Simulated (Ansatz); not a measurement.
A short molecular-dynamics run on C2H10InN3, SMILES `C[N](C)[In]([NH2])[NH2]`.

```yaml
crystal:
  periodic: [false, false, false]
  atoms:
    - {symbol: C, position_ang: [0.171183, -0.790081, 1.837217]}
    - {symbol: N, position_ang: [0.434698, -0.526820, 0.450388]}
    - {symbol: C, position_ang: [1.537351, -1.289483, -0.063834]}
    - {symbol: In, position_ang: [-0.633496, 0.771384, -0.657757]}
    - {symbol: N, position_ang: [-0.116499, 1.041478, -2.598721]}
    - {symbol: N, position_ang: [-2.176976, 1.750350, 0.218109]}
    - {symbol: H, position_ang: [-0.680370, -0.207123, 2.197469]}
    - {symbol: H, position_ang: [-0.063285, -1.851959, 2.017339]}
    - {symbol: H, position_ang: [1.034574, -0.542329, 2.476436]}
    - {symbol: H, position_ang: [1.724213, -1.058245, -1.115676]}
    - {symbol: H, position_ang: [1.359265, -2.375075, 0.008630]}
    - {symbol: H, position_ang: [2.471201, -1.083406, 0.484300]}
    - {symbol: H, position_ang: [0.313168, 0.245547, -3.049561]}
    - {symbol: H, position_ang: [-0.853978, 1.380604, -3.200645]}
    - {symbol: H, position_ang: [-2.437628, 2.625181, -0.215400]}
    - {symbol: H, position_ang: [-2.083411, 1.909997, 1.211666]}
basis:
  gaussian: {orbitals: def2-SVP}
hamiltonian: {xc: {name: PBE}, dispersion: d3bjatm}
md: {timestep: 0.5 fs, n_steps: 20, ensemble: nvt_langevin, temperature: 500, initial_velocities: maxwell_boltzmann, friction: 0.01, seed: 196}
```

```sh
$ ansatz run in.yaml --threads 2 --pin off --events-out ev --progress --plain --max-ram 32768MiB --backend cpu
```

```
step  time (fs)  potential energy (eV)  kinetic (eV)  T (K)  conserved (eV)
   0        0.0            -11867.2643        0.9695    469               –
   1        0.5            -11867.2599        0.9650    467               –
   2        1.0            -11867.2409        0.9574    463               –
   3        1.5            -11867.2108        0.9300    450               –
   4        2.0            -11867.1698        0.9092    440               –
   5        2.5            -11867.1168        0.8371    405               –
   6        3.0            -11867.0554        0.7513    363               –
   7        3.5            -11866.9905        0.6457    312               –
   8        4.0            -11866.9269        0.6054    293               –
   9        4.5            -11866.8692        0.5724    277               –
  10        5.0            -11866.8262        0.5425    262               –
  11        5.5            -11866.8031        0.5295    256               –
  12        6.0            -11866.7997        0.5117    247               –
  13        6.5            -11866.8162        0.5088    246               –
  14        7.0            -11866.8435        0.5295    256               –
  15        7.5            -11866.8722        0.5530    267               –
  16        8.0            -11866.9044        0.5971    289               –
  17        8.5            -11866.9392        0.6117    296               –
  18        9.0            -11866.9708        0.6111    296               –
  19        9.5            -11866.9989        0.6668    322               –
  20       10.0            -11867.0238        0.7073    342               –
```

Velocities are drawn at the set temperature; a run this short doesn't reach equilibrium.

Frames (Å, forces in eV/Å):

```xyz
16
time=0.0 fs
C     0.171   -0.790    1.837    0.001    0.124   -0.362
N     0.435   -0.527    0.450    0.215   -0.261    0.224
C     1.537   -1.289   -0.064   -0.295    0.235    0.054
In   -0.633    0.771   -0.658   -0.105    0.127   -0.108
N    -0.116    1.041   -2.599    0.380    0.399    0.151
N    -2.177    1.750    0.218   -0.350   -0.435   -0.121
H    -0.680   -0.207    2.197   -0.433    0.288    0.207
H    -0.063   -1.852    2.017   -0.117   -0.546    0.143
H     1.035   -0.542    2.476    0.428    0.102    0.373
H     1.724   -1.058   -1.116    0.114    0.102   -0.539
H     1.359   -2.375    0.009   -0.041   -0.575    0.029
H     2.471   -1.083    0.484    0.507    0.068    0.264
H     0.313    0.246   -3.050    0.276   -0.541   -0.298
H    -0.854    1.381   -3.201   -0.498    0.212   -0.396
H    -2.438    2.625   -0.215   -0.158    0.586   -0.285
H    -2.083    1.910    1.212    0.075    0.113    0.662
16
time=1.0 fs
C     0.174   -0.795    1.835   -0.735   -0.084   -0.255
N     0.435   -0.524    0.452    0.233   -0.386    0.104
C     1.533   -1.278   -0.065   -0.027   -0.363    0.063
In   -0.633    0.772   -0.656   -0.130    0.156   -0.383
N    -0.118    1.038   -2.608    0.303    0.233   -0.130
N    -2.177    1.746    0.222   -0.608    0.176   -1.121
H    -0.702   -0.214    2.174   -0.109    0.116    0.199
H    -0.078   -1.869    2.027    0.091   -0.054    0.003
H     1.025   -0.533    2.475    0.542    0.107    0.504
H     1.749   -1.081   -1.111   -0.019    0.389   -0.843
H     1.376   -2.380   -0.025   -0.074   -0.246    0.223
H     2.474   -1.066    0.465    0.525    0.025    0.410
H     0.271    0.222   -3.069    0.336   -0.492   -0.085
H    -0.842    1.365   -3.241   -0.474    0.297   -0.119
H    -2.414    2.655   -0.198    0.050   -0.124    0.118
H    -2.075    1.866    1.207    0.094    0.251    1.314
16
time=2.0 fs
C     0.176   -0.799    1.834   -1.310   -0.228   -0.106
N     0.435   -0.521    0.452    0.233   -0.500    0.040
C     1.529   -1.268   -0.066    0.487   -0.862   -0.196
In   -0.633    0.773   -0.654   -0.141    0.169   -0.650
N    -0.119    1.036   -2.618    0.309   -0.232   -0.652
N    -2.179    1.742    0.224   -0.740    0.782   -1.319
H    -0.724   -0.220    2.150    0.228   -0.047    0.202
H    -0.095   -1.886    2.038    0.314    0.415   -0.126
H     1.019   -0.520    2.477    0.483    0.057    0.512
H     1.775   -1.101   -1.116   -0.211    0.573   -0.739
H     1.391   -2.387   -0.055   -0.096    0.131    0.410
H     2.482   -1.047    0.451    0.341   -0.065    0.420
H     0.232    0.193   -3.092    0.275   -0.134    0.309
H    -0.830    1.348   -3.283   -0.406    0.378    0.203
H    -2.389    2.684   -0.182    0.187   -0.740    0.458
H    -2.065    1.822    1.214    0.046    0.302    1.233
16
time=3.0 fs
C     0.178   -0.804    1.832   -1.589   -0.171    0.112
N     0.435   -0.519    0.452    0.283   -0.649   -0.017
C     1.527   -1.260   -0.068    1.038   -1.272   -0.598
In   -0.633    0.775   -0.653   -0.149    0.182   -0.883
N    -0.119    1.034   -2.627    0.292   -0.774   -1.228
N    -2.181    1.737    0.226   -0.733    1.221   -0.726
H    -0.745   -0.224    2.126    0.531   -0.191    0.238
H    -0.112   -1.899    2.044    0.493    0.729   -0.218
H     1.021   -0.509    2.483    0.211   -0.061    0.359
H     1.800   -1.118   -1.128   -0.440    0.688   -0.394
H     1.406   -2.398   -0.080   -0.111    0.541    0.573
H     2.493   -1.028    0.439    0.092   -0.171    0.374
H     0.194    0.162   -3.114    0.204    0.324    0.724
H    -0.820    1.333   -3.322   -0.302    0.440    0.528
H    -2.363    2.708   -0.162    0.242   -1.149    0.660
H    -2.054    1.786    1.232   -0.065    0.311    0.495
16
time=4.0 fs
C     0.178   -0.809    1.832   -1.556   -0.009    0.323
N     0.437   -0.516    0.453    0.307   -0.753   -0.092
C     1.526   -1.252   -0.070    1.565   -1.434   -0.928
In   -0.633    0.776   -0.652   -0.142    0.194   -1.071
N    -0.120    1.033   -2.637    0.161   -1.069   -1.585
N    -2.184    1.733    0.227   -0.616    1.348    0.254
H    -0.756   -0.229    2.104    0.657   -0.231    0.321
H    -0.127   -1.906    2.048    0.629    0.865   -0.263
H     1.027   -0.497    2.492   -0.143   -0.227    0.134
H     1.818   -1.130   -1.141   -0.632    0.770   -0.060
H     1.419   -2.399   -0.097   -0.136    0.719    0.695
H     2.503   -1.009    0.431   -0.159   -0.272    0.294
H     0.155    0.136   -3.124    0.237    0.545    0.938
H    -0.810    1.324   -3.358   -0.187    0.482    0.819
H    -2.337    2.721   -0.139    0.220   -1.249    0.698
H    -2.040    1.759    1.257   -0.206    0.321   -0.478
16
time=5.0 fs
C     0.178   -0.813    1.831   -1.215    0.113    0.488
N     0.439   -0.513    0.453    0.207   -0.798   -0.096
C     1.525   -1.245   -0.071    2.088   -1.435   -1.149
In   -0.633    0.778   -0.651   -0.116    0.196   -1.236
N    -0.120    1.031   -2.648    0.090   -1.275   -1.672
N    -2.187    1.730    0.229   -0.471    1.179    0.984
H    -0.760   -0.240    2.086    0.559   -0.113    0.430
H    -0.139   -1.907    2.052    0.734    0.886   -0.296
H     1.035   -0.483    2.500   -0.518   -0.407   -0.116
H     1.823   -1.137   -1.153   -0.725    0.835    0.220
H     1.431   -2.394   -0.110   -0.177    0.726    0.792
H     2.512   -0.989    0.432   -0.412   -0.377    0.134
H     0.120    0.113   -3.128    0.263    0.690    1.032
H    -0.800    1.325   -3.384   -0.139    0.506    0.963
H    -2.306    2.726   -0.111    0.137   -1.054    0.595
H    -2.031    1.736    1.275   -0.304    0.330   -1.073
16
time=6.0 fs
C     0.176   -0.815    1.829   -0.802    0.257    0.548
N     0.443   -0.510    0.453    0.058   -0.794   -0.076
C     1.524   -1.238   -0.073    2.457   -1.309   -1.190
In   -0.634    0.780   -0.651   -0.100    0.209   -1.386
N    -0.120    1.028   -2.661    0.001   -1.196   -1.457
N    -2.191    1.728    0.231   -0.305    0.563    1.418
H    -0.759   -0.253    2.072    0.341    0.059    0.535
H    -0.142   -1.902    2.053    0.761    0.747   -0.300
H     1.038   -0.471    2.507   -0.752   -0.528   -0.281
H     1.816   -1.136   -1.162   -0.710    0.875    0.349
H     1.442   -2.382   -0.114   -0.222    0.573    0.837
H     2.517   -0.973    0.437   -0.589   -0.445   -0.037
H     0.087    0.100   -3.125    0.341    0.554    0.932
H    -0.790    1.332   -3.403   -0.138    0.521    1.003
H    -2.271    2.719   -0.078    0.010   -0.404    0.330
H    -2.023    1.715    1.281   -0.351    0.319   -1.225
16
time=7.0 fs
C     0.173   -0.817    1.828   -0.305    0.528    0.453
N     0.446   -0.507    0.454   -0.119   -0.728   -0.100
C     1.525   -1.233   -0.076    2.536   -0.993   -1.057
In   -0.634    0.781   -0.652   -0.087    0.231   -1.498
N    -0.120    1.025   -2.674   -0.006   -0.835   -0.863
N    -2.196    1.728    0.232   -0.204   -0.184    1.476
H    -0.755   -0.265    2.065    0.016    0.284    0.621
H    -0.137   -1.887    2.052    0.670    0.307   -0.245
H     1.034   -0.464    2.509   -0.809   -0.566   -0.316
H     1.804   -1.133   -1.166   -0.630    0.894    0.305
H     1.448   -2.362   -0.108   -0.253    0.189    0.826
H     2.514   -0.961    0.442   -0.574   -0.462   -0.135
H     0.057    0.096   -3.115    0.452    0.095    0.641
H    -0.781    1.346   -3.408   -0.264    0.573    0.841
H    -2.237    2.710   -0.039   -0.082    0.414    0.003
H    -2.018    1.700    1.274   -0.338    0.253   -0.952
16
time=8.0 fs
C     0.170   -0.818    1.828    0.105    0.890    0.220
N     0.449   -0.504    0.456   -0.271   -0.632   -0.159
C     1.528   -1.228   -0.078    2.372   -0.657   -0.780
In   -0.634    0.782   -0.652   -0.064    0.252   -1.579
N    -0.120    1.021   -2.687    0.141   -0.472   -0.080
N    -2.202    1.727    0.234   -0.230   -0.561    1.063
H    -0.748   -0.275    2.067   -0.357    0.510    0.665
H    -0.126   -1.867    2.051    0.494   -0.349   -0.154
H     1.019   -0.461    2.507   -0.626   -0.507   -0.199
H     1.787   -1.122   -1.166   -0.507    0.853    0.173
H     1.446   -2.343   -0.092   -0.230   -0.164    0.750
H     2.508   -0.949    0.448   -0.469   -0.463   -0.203
H     0.029    0.093   -3.103    0.509   -0.396    0.309
H    -0.771    1.364   -3.404   -0.498    0.656    0.513
H    -2.207    2.709   -0.002   -0.109    0.893   -0.207
H    -2.019    1.686    1.258   -0.260    0.146   -0.332
16
time=9.0 fs
C     0.167   -0.819    1.828    0.147    1.292   -0.091
N     0.452   -0.502    0.457   -0.389   -0.549   -0.153
C     1.533   -1.223   -0.081    1.941   -0.385   -0.485
In   -0.634    0.784   -0.653   -0.028    0.268   -1.642
N    -0.120    1.017   -2.700    0.361   -0.373    0.570
N    -2.207    1.727    0.235   -0.341   -0.161    0.211
H    -0.746   -0.280    2.073   -0.503    0.580    0.641
H    -0.111   -1.850    2.055    0.286   -0.997   -0.088
H     0.998   -0.466    2.503   -0.259   -0.330    0.053
H     1.763   -1.102   -1.163   -0.327    0.736   -0.015
H     1.440   -2.329   -0.068   -0.167   -0.417    0.616
H     2.498   -0.942    0.452   -0.237   -0.416   -0.205
H     0.007    0.082   -3.092    0.441   -0.548    0.083
H    -0.764    1.391   -3.394   -0.684    0.671    0.196
H    -2.178    2.722    0.030   -0.111    0.618   -0.224
H    -2.024    1.674    1.238   -0.129    0.012    0.533
16
time=10.0 fs
C     0.164   -0.818    1.829   -0.176    1.497   -0.460
N     0.455   -0.499    0.457   -0.492   -0.449   -0.106
C     1.540   -1.220   -0.084    1.321   -0.294   -0.168
In   -0.634    0.785   -0.654    0.002    0.283   -1.669
N    -0.121    1.011   -2.712    0.342   -0.440    0.704
N    -2.212    1.729    0.236   -0.399    0.553   -0.520
H    -0.750   -0.281    2.085   -0.440    0.518    0.549
H    -0.097   -1.840    2.057    0.130   -1.403   -0.051
H     0.978   -0.474    2.493    0.238   -0.087    0.433
H     1.733   -1.075   -1.161   -0.110    0.585   -0.237
H     1.429   -2.319   -0.044   -0.072   -0.493    0.442
H     2.488   -0.940    0.456    0.070   -0.327   -0.167
H    -0.008    0.061   -3.084    0.252   -0.231   -0.013
H    -0.765    1.429   -3.386   -0.503    0.392    0.230
H    -2.152    2.744    0.061   -0.136    0.003   -0.170
H    -2.030    1.661    1.224   -0.026   -0.106    1.203
```

Hardware: 2 threads of an AMD EPYC 7R13 on a shared host. Wall time 58 s, peak host memory 0.79 GiB.
